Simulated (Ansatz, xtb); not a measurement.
Two isomers of C4H8BBrO

Structure I is `C[C@@H]1OBC[C@H]1Br`, a singlet and structure II is `C=C[C@H](C)OBBr`, a singlet. Both are isolated molecules in the gas phase, relaxed with r2SCAN-D4/def2-SVP; each stands in its lowest conformer found.

Question: Estimate E(II) − E(I) at the level CCSD(T)/def2-SVP + ΔMP2/def2-TZVPP.

Answer: Calculated at CCSD(T)/def2-SVP + ΔMP2/def2-TZVPP: E(II) − E(I) = −0.102 eV, so structure II lies lower.

The same difference at several levels:

```
                             level            geometry  E(II) − E(I) (eV)  departure from the last row (eV)  job, with rough time for the two
                          GFN2-xTB            GFN2-xTB              −0.176                            −0.074              optimisation, 0.38 s
                         HF/STO-3G            GFN2-xTB              +0.992                            +1.094              single point, 0.52 s
      r2SCAN-D4/def2-SVP//GFN2-xTB            GFN2-xTB              −0.009                            +0.093               single point, 5.1 s
                r2SCAN-D4/def2-SVP  r2SCAN-D4/def2-SVP              −0.023                            +0.079                optimisation, 62 s
                       HF/def2-SVP  r2SCAN-D4/def2-SVP              −0.297                            −0.195           part of the CCSD(T) run
                      MP2/def2-SVP  r2SCAN-D4/def2-SVP              −0.102                            −0.001           part of the CCSD(T) run
                  CCSD(T)/def2-SVP  r2SCAN-D4/def2-SVP              −0.181                            −0.079                      single point
CCSD(T)/def2-SVP + ΔMP2/def2-TZVPP  r2SCAN-D4/def2-SVP              −0.102                                               single point, 2.4 min
```

As drawn, II has 1 C=C, 1 B–Br in place of 1 C–C, 1 C–B, 1 C–Br. Structure I has a 5-membered ring, II no ring.

HF/STO-3G puts the two in the other order. r2SCAN-D4/def2-SVP//GFN2-xTB finds them nearly level. The largest departure from CCSD(T)/def2-SVP + ΔMP2/def2-TZVPP is that of HF/STO-3G, 1.094 eV. The last row adds to CCSD(T) the change of the MP2 difference between the two basis sets, here +0.079 eV.

With thermal terms from frequencies at re-optimised GFN2-xTB minima (ideal gas, soft modes damped towards free rotors, one conformer each, 298.15 K, 1 atm): on the last row, ΔE + ΔZPE = −0.161, ΔH = −0.127, ΔG = −0.210 eV.

The correlated steps freeze 15 core orbitals; the filled d shell of Br is correlated, in a basis made for valence electrons. Programs: Ansatz 0.2.0, xtb 6.7.1; the last row on 4 threads of Arm Neoverse V1 on a shared host.
